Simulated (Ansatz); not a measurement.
Stepwise reaction of `[F][Cd][F]` with hydrogen sulfide, as a gas-phase model of exchange steps in deposition or etching. ΔE in kJ/mol; ΔG adds harmonic PBE0-D4 terms to CCSD(T)/CBS, at 1 bar.

Gas-phase electronic energies from Ansatz, PBE0-D4/def2-TZVP geometries. CCSD(T)/CBS adds triple-zeta CCSD(T) − MP2 to the extrapolated MP2 energy (def2 sets, frozen cores). This one scheme is used for every species. DFT in def2-TZVPP. B3LYP here is the variant with VWN-RPA as its local correlation; programs differ in this. def2 core potentials past Kr. For Cd outer-core shells are correlated without core-valence functions, which leaves a few kJ/mol of doubt a bond. Each species was taken in one conformer, which may not be the lowest.

```
step                                    reaction  PBE-D4  B3LYP-D4  ωB97M-V  CCSD(T)/CBS  ΔG(500 K)
   2  `[F][Cd][SH]` + H₂S → `[SH][Cd][SH]` + H–F   -50.9     -48.0    -51.0        -57.6      -48.0
```

(1) Give the row of step 1, `[F][Cd][F]` + H₂S → `[F][Cd][SH]` + H–F. (An estimate is asked.)

(2) By hand: ΔE of the 2 steps together at CCSD(T)/CBS.

Results:

(1) The calculation gave: 
```tsv
step	reaction	PBE-D4	B3LYP-D4	ωB97M-V	CCSD(T)/CBS	ΔG(500 K)
1	`[F][Cd][F]` + H₂S → `[F][Cd][SH]` + H–F	-64.7	-61.7	-63.8	-70.5	-70.6
```

(2) (-70.5) + (-57.6) = -128.1 kJ/mol, or -64.0 kJ/mol a step.

In ΔE each step is higher than the one before. All are downhill at CCSD(T)/CBS. ΔG lies between -70.6 and -48.0 kJ/mol a step. PBE-D4 differs from CCSD(T)/CBS by 5.8 to 6.7 kJ/mol a step. Isolated molecules leave out the surface, adducts and barriers. Largest T1 diagnostic: 0.018.
